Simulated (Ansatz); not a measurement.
**Pulling the pair apart**

The pair of HBr (SMILES Br, atoms 1–2) and N₂ (SMILES N#N, atoms 3–4), both closed shells, in one local arrangement (a lower one may exist), relaxed at PBE0-D4/def2-TZVP:

Br1  (0.008, 0.061, -2.551)
H2  (-0.002, 0.045, -1.129)
N3  (-0.003, -0.034, 1.296)
N4  (-0.003, -0.071, 2.384)
(Å)

N₂ is shifted rigidly along the line between the mean atom positions of the two fragments (negative: closer). Counterpoise interaction energies in kcal/mol. Computed with Ansatz 0.2.0 (basis: def2-TZVPPD); correlated methods freeze the cores. Filled d shells of the heavier atoms are correlated. The def2 sets are not built for correlating such inner shells, so the correlated values are less sure here.

```csv
shift (Å),wB97M-V,PBE-D4,MP2
-0.38,0.26,-0.63,-0.24
-0.19,-0.62,-1.22,-1.00
0.00,-0.90,-1.34,-1.20
0.19,-0.90,-1.26,-1.16
0.46,-0.76,-1.03,-0.95
0.96,-0.47,-0.62,-0.58
1.92,-0.18,-0.22,-0.22
3.85,-0.04,-0.06,-0.05
```

(1) What does CCSD(T) give at these shifts? (An estimate is asked for; the value comes from the calculation.)

No T1 diagnostic of these runs exceeds 0.010.

Results:

(1) Computed: 0.33, -0.62, -0.94, -0.97, -0.83, -0.51, -0.19, -0.04 kcal/mol. For zero shift, CCSD(T) at an estimated basis limit (MP2 extrapolated from triple and quadruple zeta, plus CCSD(T) − MP2 in triple zeta) gives -1.10 kcal/mol. These are counterpoise interaction energies, counted from the two frozen fragments.

For scale, one of the runs: CCSD(T)/def2-TZVPPD, 148 basis functions, launched by `ansatz run in.yaml --threads 2 --pin off --events-out ev --progress --plain --max-ram 5222MiB`. The run took 8.5 s on 2 CPU threads of an AMD EPYC 9R14 (shared host), with 0.71 GiB of host memory at its peak.
